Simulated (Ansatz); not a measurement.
Consider the formal exchange of groups at the Al–C bond: `C/C(Cl)=[CH]\[AlH2]` + `FCN[SiH2][SiH3]` → `[AlH2][NH][SiH2][SiH3]` + `C/C(Cl)=C/CF`.

Calculated with Ansatz (gas phase, PBE0-D4/def2-TZVP geometries, no zero-point term in ΔE). CCSD(T)/CBS is the MP2 limit (def2-TZVPP, def2-QZVPP) plus CCSD(T) − MP2 in def2-TZVPP, frozen cores. Double bonds are as drawn, so ΔE can hold a change between cis and trans. Functionals use def2-TZVPP. B3LYP here is the variant with VWN-RPA as its local correlation; programs differ in this. One conformer a species, not always the lowest.

| level | ΔE (kJ/mol) | difference from CCSD(T)/CBS |
| --- | --- | --- |
| PBE-D4 | -87.0 | 13.4 |
| PBE0-D4 | -91.6 | 8.8 |
| B3LYP-D4 | -93.8 | 6.6 |
| ωB97X-V | -94.4 | 6.0 |
| ωB97M-V | -95.4 | 5.0 |
| PBE | -87.9 | 12.5 |
| r2SCAN | -93.6 | 6.8 |
| PBE0 | -92.4 | 8.0 |
| B3LYP | -95.3 | 5.1 |
| MP2/def2-TZVPP | -100.9 | -0.5 |
| SCS-MP2/def2-TZVPP | -101.7 | -1.3 |
| CCSD(T)/def2-TZVPP | -99.8 | 0.6 |
| MP2/def2-QZVPP | -101.6 | -1.2 |
| SCS-MP2/def2-QZVPP | -102.5 | -2.1 |
| MP2/CBS(def2) | -101.5 | -1.1 |
| CCSD/CBS(def2) | -102.1 | -1.7 |
| CCSD(T)/CBS | -100.4 | 0 |

Largest T1 diagnostic among the species: 0.013.

From PBE to PBE0 (25 % exact exchange), in def2-TZVPP and without D4, ΔE moves by −4.5 kJ/mol.
